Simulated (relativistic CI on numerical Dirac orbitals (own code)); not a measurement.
## Slater and spin-orbit integrals, Zn¹¹⁺

Method of calculation: Dirac-Coulomb-Breit CI, separate exchange-only KLI orbitals for each configuration, a model potential for QED, unscaled Slater integrals (own radial code, finite nucleus).

Slater integrals F^k, G^k are unscaled and averaged over j, outside the closed core [Ne]; ζ comes from projecting the Hamiltonian with its Breit term on Σ l·s of the shell.

- 3s2 3p6 3d: ζ(3d) = 2001.1 cm⁻¹; <r>(3d) = 0.5882, <r^2>(3d) = 0.4076 (bohr units).
- 3s2 3p5 3d2: ζ(3p) = 21269, F^2(3d,3d) = 169260, F^4(3d,3d) = 108290, F^2(3p,3d) = 159600, G^1(3p,3d) = 185320, G^3(3p,3d) = 118930, ζ(3d) = 1943.7 cm⁻¹; <r>(3p) = 0.6181, <r^2>(3p) = 0.4413, <r>(3d) = 0.5898, <r^2>(3d) = 0.4098 (bohr units).
- 3s 3p6 3d2: F^2(3d,3d) = 168970, F^4(3d,3d) = 108090, G^2(3s,3d) = 142320, ζ(3d) = 1988.6 cm⁻¹; <r>(3s) = 0.6171, <r^2>(3s) = 0.434, <r>(3d) = 0.5907, <r^2>(3d) = 0.4111 (bohr units).

(1) Give the Racah parameters of the d shell in 3s2 3p5 3d2.

Averages of the first 10 configurations, taken without configuration mixing, which lowers the lowest level and can move excited configurations by several eV; other configurations of the list can lie among them:

```csv
Configuration,Parity,States,Average energy above the lowest level (eV)
3s2 3p6 3d,even,10,0.7
3s2 3p5 3d2,odd,270,76.2
3s 3p6 3d2,even,90,133.1
3s2 3p6 4s,even,2,117.4
3s2 3p6 4p,odd,6,134.7
3s2 3p6 4d,even,10,160.8
3s2 3p6 4f,odd,14,181.9
3s2 3p5 3d 4s,odd,120,190.8
3s2 3p6 5s,even,2,198.8
3s2 3p6 5p,odd,6,206.6
```

## Answers

(1) B = F²/49 − 5F⁴/441 = 2227 cm⁻¹ and C = 35F⁴/441 = 8594 cm⁻¹.
